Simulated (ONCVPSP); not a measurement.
# Sb (Z = 51), ONCV: configuration errors across variants

* Element: Sb
* Generator: ONCVPSP 4.0.1
* Type: optimised norm-conserving Vanderbilt (ONCV)
* Functional: PBE
* Relativity: scalar-relativistic
* Frozen core: [Kr] 4d10
* Valence charge: 5
* Reference configuration: 5s2 5p2 (charge +1)
* Partial waves: 5s: rc 2.05 bohr, ncon 3, nbas 6, qcut 2.5 1/bohr, 1 projector; 5p: rc 1.90 bohr, ncon 5, nbas 9, qcut 5.2 1/bohr, 2 projectors, debl 1.4 Ha; d scattering state at 0.29 Ha: rc 2.25 bohr, ncon 4, nbas 7, qcut 4.8 1/bohr, 2 projectors, debl 2.1 Ha
* Local potential: polynomial inside 1.50 bohr (lpopt 5, dvloc0 0 Ha)
* Core correction: none

All-electron excitation energies from the reference (eV): (1) 5s2 5p3 -8.317; (2) 5s2 5p1 15.968; (3) 5s2 5p0 40.382; (4) 5s1 5p4 -0.205.

2 further variants failed, have other tests or another functional or relativity, and are left out.

A true bound ghost makes a file unfit for plane-wave use even where its test errors are small: the radial tests pick states by their node count and pass the ghost by.

Errors AE − PS in meV (a dash: test not solved or not reliable):

| change | (1) | (2) | (3) | (4) | bound ghosts | GHOST(+) flags above zero |
| --- | --- | --- | --- | --- | --- | --- |
| base | -0.1 | -6.1 | +13 | +11 | s, p | none |
| local potential polynomial inside 1.50 bohr (lpopt 5, dvloc0 7 Ha) | +1.8 | +0.2 | +53 | +12 | p | d |
| d: rc 2.94 | -0.1 | -6.1 | +13 | +11 | s, p | none |
| local potential polynomial inside 1.80 bohr (lpopt 5, dvloc0 -1 Ha) | -2.1 | -11 | -19 | +10 | s, p | none |
| d: nproj 3 | -0.1 | -6.1 | +13 | +11 | s, p, d | none |
| p: rc 2.8 | +1.2 | -2.7 | +31 | +26 | s | p |
| p: ncon 4, nbas 8 | 0.0 | -5.0 | +21 | +17 | s, p | none |
| p: qcut 3.5 | +0.4 | -5.3 | +15 | +15 | s | p |
| all radii scaled by about 1.05 (s 2.16, p 2.00, d 2.38 bohr); local potential polynomial inside 1.58 bohr (lpopt 5, dvloc0 0 Ha) | -0.8 | -7.6 | +5.3 | +9.7 | s, p | d |

Q: Give the same row for: p: qcut 4.4.

A: -0.1, -5.9, +15, +14; bound ghosts: s, p; GHOST(+) flags above zero: none.
